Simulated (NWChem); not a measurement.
# ZnBr, doublet; SMILES [Zn][Br]

```xyz
2

Zn     0.0000     0.0000    -1.2489
Br     0.0000     0.0000     1.0704
```
Atoms are numbered in this order, from 1.

Results from NWChem. Spin-unrestricted. Geometry: optimised at PBE-D3(BJ)/def2-SVP, spin-unrestricted. This spin state was assumed; another may lie lower. No stability test was run on the SCF state.

For level PBE/def2-SVP:

```
Item                                                         Value
-----------------------------------------------------------  -----
highest occupied level (eV)                                  -5.25
lowest empty minus highest occupied level, either spin (eV)   1.04
dipole (D)                                                    2.86
```

Q: What are these values for level PW6B95/def2-SVP?

A: 
- highest occupied level (eV) = -6.21
- lowest empty minus highest occupied level, either spin (eV) = 2.74
- dipole (D) = 3.19
